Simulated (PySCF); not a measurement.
ClSn, neutral, multiplicity 2. Atoms are numbered in the order given.

```xyz
2

Sn     0.0000     0.0000    -0.6074
Cl     0.0000     0.0000     1.7863
```
Charge 0, spin multiplicity 2.

Geometry optimised at B3LYP-D3(BJ)/def2-TZVP. The def2 effective core potentials stand for the cores of Sn; spin–orbit coupling is left out.

The numbers are results of B3LYP-D3(BJ)/def2-TZVP (PySCF 2.14.0), not measurements.

Frequencies are harmonic and unscaled.

| mode | ν (cm⁻¹) | IR (km/mol) | moving atoms (share of kinetic energy) |
|---|---|---|---|
| 1 | 335 | 60.2 | Cl 77 %, Sn 23 % |
